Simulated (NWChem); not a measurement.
Everything below was run with NWChem. System: chlorobenzene (C₆H₅Cl), charge 0, spin multiplicity 1, optimised in this run. Level: PBE/def2-SVP.

Input file:

```
start mol
memory heap 200 mb stack 900 mb global 1100 mb
geometry units angstroms
  Cl     0.000000     0.000000    -2.237968
  C      0.000000     0.000000    -0.507275
  C      1.205931     0.000000     0.174586
  C      1.198610     0.000000     1.558704
  C      0.000000     0.000000     2.252120
  C     -1.198610     0.000000     1.558704
  C     -1.205931     0.000000     0.174586
  H      2.135607     0.000000    -0.372629
  H      2.135477     0.000000     2.095282
  H      0.000000     0.000000     3.331601
  H     -2.135477     0.000000     2.095282
  H     -2.135607     0.000000    -0.372629
  symmetry group C2v
end
basis spherical
  * library def2-svp
end
dft
  xc xpbe96 cpbe96
  semidirect memsize 60000000 filesize 0
  iterations 100
end
driver
  maxiter 80
end
task dft optimize
```

Part of the output:

```
             Northwest Computational Chemistry Package (NWChem) 7.3.0
             --------------------------------------------------------

                                NWChem Input Module
                                -------------------

 Scaling coordinates for geometry "geometry" by  1.889725989
 (inverse scale =  0.529177249)

 Turning off AUTOSYM since
 SYMMETRY directive was detected!

          ------
          auto-z
          ------

                             Geometry "geometry" -> ""
                             -------------------------

 Output coordinates in angstroms (scale by  1.889725989 to convert to a.u.)

  No.       Tag          Charge          X              Y              Z
 ---- ---------------- ---------- -------------- -------------- --------------
    1 Cl                  17.0000     0.00000000     0.00000000    -2.23796802
    2 C                    6.0000     0.00000000     0.00000000    -0.50727502
    3 C                    6.0000     1.20593100     0.00000000     0.17458598
    4 C                    6.0000     1.19861000     0.00000000     1.55870398
    5 C                    6.0000     0.00000000     0.00000000     2.25211998
    6 C                    6.0000    -1.19861000     0.00000000     1.55870398
    7 C                    6.0000    -1.20593100     0.00000000     0.17458598
    8 H                    1.0000     2.13560700     0.00000000    -0.37262902
    9 H                    1.0000     2.13547700     0.00000000     2.09528198
   10 H                    1.0000     0.00000000     0.00000000     3.33160098
   11 H                    1.0000    -2.13547700     0.00000000     2.09528198
   12 H                    1.0000    -2.13560700     0.00000000    -0.37262902

 Effective nuclear repulsion energy (a.u.)     317.5030331588

            Nuclear Dipole moment (a.u.)
            ----------------------------
        X                 Y               Z
 ---------------- ---------------- ----------------
    -0.0000000000     0.0000000000    -0.0000000000

      Symmetry information
      --------------------

 Group name             C2v
 Group number             16
 Group order               4
 No. of unique centers     8

      Symmetry unique atoms

     1    2    3    4    5    8    9   10


 Summary of "ao basis" -> "" (spherical)
 ------------------------------------------------------------------------------
       Tag                 Description            Shells   Functions and Types
 ---------------- ------------------------------  ------  ---------------------
 *                          def2-svp                  on all atoms

  pbe96 is a nonlocal functional; adding pw91lda local functional.

                           NWChem Geometry Optimization
                           ----------------------------

 maximum gradient threshold         (gmax) =   0.000450
 rms gradient threshold             (grms) =   0.000300
 maximum cartesian step threshold   (xmax) =   0.001800
 rms cartesian step threshold       (xrms) =   0.001200
 fixed trust radius                (trust) =   0.300000
 maximum step size to saddle      (sadstp) =   0.100000
 energy precision                  (eprec) =   5.0D-06
 maximum number of steps          (nptopt) =   80
 initial hessian option           (inhess) =    0
 line search option               (linopt) =    1
 hessian update option            (modupd) =    1
 saddle point option              (modsad) =    0
 initial eigen-mode to follow     (moddir) =    0
[...]
   19 Bend                     3     2     7               120.98830   -0.04208
   20 Bend                     3     4     5               120.52579    0.17263
   21 Bend                     3     4     9               119.29910   -0.19919
   22 Bend                     4     3     8               121.14459    0.36012
   23 Bend                     4     5     6               119.66525   -0.23454
   24 Bend                     4     5    10               120.16737    0.11727
   25 Bend                     5     4     9               120.17511    0.02656
   26 Bend                     5     6     7               120.52579    0.17263
   27 Bend                     5     6    11               120.17511    0.02656
   28 Bend                     6     5    10               120.16737    0.11727
   29 Bend                     6     7    12               121.14459    0.36012
   30 Bend                     7     6    11               119.29910   -0.19919
   31 Torsion                  1     2     3     4         180.00000    0.00000
   32 Torsion                  1     2     3     8           0.00000    0.00000
   33 Torsion                  1     2     7     6         180.00000    0.00000
   34 Torsion                  1     2     7    12          -0.00000    0.00000
   35 Torsion                  2     3     4     5           0.00000    0.00000
   36 Torsion                  2     3     4     9         180.00000    0.00000
   37 Torsion                  2     7     6     5           0.00000    0.00000
   38 Torsion                  2     7     6    11         180.00000    0.00000
   39 Torsion                  3     2     7     6           0.00000    0.00000
   40 Torsion                  3     2     7    12         180.00000    0.00000
   41 Torsion                  3     4     5     6          -0.00000    0.00000
   42 Torsion                  3     4     5    10         180.00000    0.00000
   43 Torsion                  4     3     2     7           0.00000    0.00000
   44 Torsion                  4     5     6     7           0.00000    0.00000
   45 Torsion                  4     5     6    11         180.00000    0.00000
   46 Torsion                  5     4     3     8         180.00000    0.00000
   47 Torsion                  5     6     7    12         180.00000    0.00000
   48 Torsion                  6     5     4     9         180.00000    0.00000
   49 Torsion                  7     2     3     8         180.00000    0.00000
   50 Torsion                  7     6     5    10         180.00000    0.00000
   51 Torsion                  8     3     4     9           0.00000    0.00000
   52 Torsion                  9     4     5    10           0.00000    0.00000
   53 Torsion                 10     5     6    11           0.00000    0.00000
   54 Torsion                 11     6     7    12           0.00000    0.00000

 ==============================================================================
                                internuclear distances
 ------------------------------------------------------------------------------
       center one      |      center two      | atomic units |  angstroms
 ------------------------------------------------------------------------------
    2 C                |   1 Cl               |     3.30207  |     1.74738
    3 C                |   2 C                |     2.65515  |     1.40504
    4 C                |   3 C                |     2.65180  |     1.40327
    5 C                |   4 C                |     2.65360  |     1.40423
    6 C                |   5 C                |     2.65360  |     1.40423
    7 C                |   2 C                |     2.65515  |     1.40504
    7 C                |   6 C                |     2.65180  |     1.40327
    8 H                |   3 C                |     2.07723  |     1.09922
    9 H                |   4 C                |     2.08023  |     1.10081
   10 H                |   5 C                |     2.07911  |     1.10022
   11 H                |   6 C                |     2.08023  |     1.10081
   12 H                |   7 C                |     2.07723  |     1.09922
 ------------------------------------------------------------------------------
                         number of included internuclear distances:         12
 ==============================================================================

 ==============================================================================
                                 internuclear angles
 ------------------------------------------------------------------------------
        center 1       |       center 2       |       center 3       |  degrees
 ------------------------------------------------------------------------------
    1 Cl               |   2 C                |   3 C                |   119.51
    1 Cl               |   2 C                |   7 C                |   119.51
    3 C                |   2 C                |   7 C                |   120.99
    2 C                |   3 C                |   4 C                |   119.15
    2 C                |   3 C                |   8 H                |   119.71
    4 C                |   3 C                |   8 H                |   121.14
    3 C                |   4 C                |   5 C                |   120.53
    3 C                |   4 C                |   9 H                |   119.30
    5 C                |   4 C                |   9 H                |   120.18
    4 C                |   5 C                |   6 C                |   119.67
    4 C                |   5 C                |  10 H                |   120.17
    6 C                |   5 C                |  10 H                |   120.17
    5 C                |   6 C                |   7 C                |   120.53
    5 C                |   6 C                |  11 H                |   120.18
    7 C                |   6 C                |  11 H                |   119.30
    2 C                |   7 C                |   6 C                |   119.15
    2 C                |   7 C                |  12 H                |   119.71
    6 C                |   7 C                |  12 H                |   121.14
 ------------------------------------------------------------------------------
                            number of included internuclear angles:         18
 ==============================================================================

 Task  times  cpu:       21.9s     wall:       21.9s

 Total times  cpu:       22.0s     wall:       22.0s
```
